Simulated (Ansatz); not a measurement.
C₂H₃F₂NSi, SMILES `CC1=N[Si]1(F)F`, relaxed with RKS PBE0-D4/def2-TZVP in Ansatz from a PBE-D4/def2-SVP geometry. The force threshold is 0.005 eV/Å; the program also tests the step.

The species carries charge 0 and has multiplicity 1.

Start:

```xyz
9

C     0.015    1.164   -1.028
C    -0.159    0.091   -0.018
N    -1.226   -0.239    0.693
Si    0.151   -1.275    1.059
F     0.133   -2.842    0.650
F     0.871   -1.211    2.508
H    -0.936    1.719   -1.158
H     0.336    0.731   -1.998
H     0.816    1.861   -0.708
```

Q: How much energy does the relaxation release, and in how many steps? (Best estimate.)

A: Ansatz gave: 11.77 kJ/mol, in 6 steps, 1 of them rejected.

Q: Which bonds change most? (An estimate is asked.)

A: The calculation gave: Si4–F6 from 1.619 to 1.575 Å; Si4–F5 from 1.619 to 1.575 Å; N3–Si4 from 1.761 to 1.717 Å; C2–Si4 from 1.767 to 1.743 Å.

Q: Give the relaxed structure. (Best estimate.)

A: The calculation gave: 
```xyz
9

C     0.016    1.152   -1.017
C    -0.139    0.081   -0.017
N    -1.198   -0.245    0.683
Si    0.132   -1.264    1.057
F     0.139   -2.786    0.651
F     0.846   -1.200    2.460
H    -0.924    1.696   -1.135
H     0.322    0.726   -1.975
H     0.806    1.840   -0.705
```
